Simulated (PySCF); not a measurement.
How methods differ on the interval between two levels of Ge(3+)

Ge(3+) [Ar] 3d10 4s1 [2S1/2, M_J = 1/2] → Ge(3+) [Ar] 3d9 4s1 4p1 [4F9/2, M_J = 9/2], as a difference of total energies. All numbers are calculated (PySCF 2.14, the two-component X2C-1e Hamiltonian, in x2c-TZVPall-2c with one added diffuse shell each of s, p, d type (7s8p5d1f, 63 functions)). Correlated levels: [Ne] frozen. "Screened" scales the spin-orbit matrix elements by Boettger's factors to mimic the two-electron term; Breit and QED terms are absent.

| method | interval between two levels (cm⁻¹) |
| --- | --- |
| GHF (spin-free) | 272980 |
| GMP2 (spin-free) | 286000 |
| GHF (screened spin-orbit) | 272160 |
| GMP2 (screened spin-orbit) | 285210 |

The labels give the starting determinants; with spin-orbit coupling the two ends relaxed to ⟨J²⟩ = 0.75, ⟨L²⟩ = 0.00, ⟨S²⟩ = 0.75 and ⟨J²⟩ = 24.76, ⟨L²⟩ = 12.01, ⟨S²⟩ = 3.75.
